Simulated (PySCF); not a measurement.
Cd(Br)(SeH) (BrCdHSe), SMILES [SeH][Cd][Br].

Geometry optimised at r2SCAN-D4/def2-SVP. The def2 effective core potentials stand for the cores of Cd; spin–orbit coupling is left out. Other conformers were not sampled.

Two levels are set side by side: PBE/def2-TZVPD (PySCF) and PBE0/def2-TZVPD (PySCF). Same geometry, gas phase. Differences are taken from unrounded values.

```
quantity                       PBE
---------------------------  -----
orbital gap (eV)              3.39
highest occupied level (eV)  -6.18
lowest empty level (eV)      -2.79
dipole moment (D)             1.36
mean polarisability (bohr³)   91.3
```

Question: These are the PBE values. What does PBE0 give? (Estimate from the structure and the level; the computed values follow.)

Answer: 
```json
[
 {"quantity": "orbital gap (eV)", "PBE0": "5.31", "PBE minus PBE0": "-1.91"},
 {"quantity": "highest occupied level (eV)", "PBE0": "-7.28", "PBE minus PBE0": "1.10"},
 {"quantity": "lowest empty level (eV)", "PBE0": "-1.97", "PBE minus PBE0": "-0.81"},
 {"quantity": "dipole moment (D)", "PBE0": "1.35", "PBE minus PBE0": "0.02"},
 {"quantity": "mean polarisability (bohr³)", "PBE0": "86.8", "PBE minus PBE0": "4.6"}
]
```

Without exact exchange PBE keeps part of each electron's self-repulsion, which lifts occupied levels and narrows the gap. Loosely held outer electrons make PBE densities more polarisable. Differences between two approximate levels are no errors against the true value.

Rough cost on one machine, each run with all the roots and properties that it gave: PBE0 against PBE within a factor of 2.
